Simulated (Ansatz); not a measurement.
`NC(O)S[SiH3]`, relaxed with RKS PBE0-D4/def2-TZVP in the Gaussian-basis code of Ansatz from a PBE-D4/def2-SVP geometry. The force threshold is 0.005 eV/Å; the program also tests the step.

Total charge 0; spin multiplicity 1.

Start:

```xyz
12

N    -1.112   -0.241    1.932
C    -0.690   -0.259    0.571
O    -0.818    1.013   -0.006
S     1.123   -0.748    0.344
Si    1.455    0.096   -1.617
H    -0.458    0.303    2.512
H    -1.201   -1.184    2.328
H    -1.278   -1.038    0.028
H    -1.735    1.302    0.182
H     0.347   -0.296   -2.557
H     1.628    1.588   -1.631
H     2.739   -0.535   -2.087
```

```csv
step,energy (eV),largest force (eV/Å),largest move (Å)
1,-23391.8986,0.767,0.000
2,-23391.9474,0.262,0.051
3,-23391.9542,0.114,0.020
4,-23391.9542,0.089,0.026
5,-23391.9555,0.039,0.015
6,-23391.9564,0.029,0.032
7,-23391.9570,0.051,0.042
8,-23391.9573,0.041,0.018
9,-23391.9574,0.022,0.030
10,-23391.9575,0.013,0.008
11,-23391.9575,0.009,0.002
12,-23391.9575,0.004,0.001
```

End:

```xyz
12

N    -1.118   -0.288    1.898
C    -0.651   -0.203    0.557
O    -0.821    1.091    0.063
S     1.145   -0.608    0.386
Si    1.448    0.063   -1.617
H    -0.517    0.228    2.529
H    -1.188   -1.246    2.215
H    -1.196   -0.938   -0.046
H    -1.726    1.349    0.276
H     0.339   -0.425   -2.479
H     1.559    1.536   -1.733
H     2.727   -0.558   -2.049
```

Run time 36 s (4 threads of an Intel Xeon Platinum 8488C on a shared host); peak host memory 0.63 GiB.
